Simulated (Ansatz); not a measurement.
C4H9O (SMILES C[CH]CCO), doublet, at a GFN2-xTB geometry; PBE0/6-31G (Ansatz, a first-principles code).

Input for Ansatz:
Ansatz 0.2 input:
```yaml
crystal:
  periodic: [false, false, false]
  atoms:
    - {symbol: C, position_ang: [2.28811243, 0.28616206, -0.31558826]}
    - {symbol: C, position_ang: [1.27190503, -0.39460311, 0.51432212]}
    - {symbol: C, position_ang: [-0.07710560, -0.69778091, 0.00075619]}
    - {symbol: C, position_ang: [-1.05991591, 0.48761313, 0.19867728]}
    - {symbol: O, position_ang: [-2.36912995, 0.17508575, -0.20083533]}
    - {symbol: H, position_ang: [2.12752838, 0.08732122, -1.37406883]}
    - {symbol: H, position_ang: [2.26006560, 1.37510735, -0.17521720]}
    - {symbol: H, position_ang: [3.29349426, -0.03604893, -0.04225704]}
    - {symbol: H, position_ang: [1.44207918, -0.46003843, 1.57560189]}
    - {symbol: H, position_ang: [-0.03540307, -0.92334365, -1.07001179]}
    - {symbol: H, position_ang: [-0.50525951, -1.55761326, 0.52308445]}
    - {symbol: H, position_ang: [-0.68271558, 1.36377800, -0.34726979]}
    - {symbol: H, position_ang: [-1.12567067, 0.73855423, 1.25909235]}
    - {symbol: H, position_ang: [-2.35905463, -0.07674966, -1.13127557]}
basis:
  gaussian:
    orbitals: 6-31G
hamiltonian:
  xc: pbe0
magnetization: {spin_polarized: true, initial_magnetization: 1}
```

### Question
Predict the main parts of the log of this Ansatz run.

### Answer

```
Functional definition: PBE0
871 factors; integrals over basis functions are off by at most 2.7e-4 eV
mean field evaluation 1: about -6324.6689 eV, gradient 3.7e1 eV
mean field evaluation 2: about -6323.7794 eV, gradient 4.0e1 eV
mean field evaluation 4: about -6330.7913 eV, gradient 1.3e0 eV
mean field evaluation 8: about -6330.7785 eV, gradient 4.0e-2 eV
mean field -6330.77852278 eV, -232.6518195562 hartree, gradient 8.0e-5 eV, S^2 0.754451; 0 other end points of the search recorded, 0 dependent functions left out
reference -6330.77854001 eV, -232.6518201896 hartree; 21, 20 occupied and 42, 43 virtual orbitals, 871 factors
Total energy: -6330.77854001 eV, -232.6518201896 hartree
```
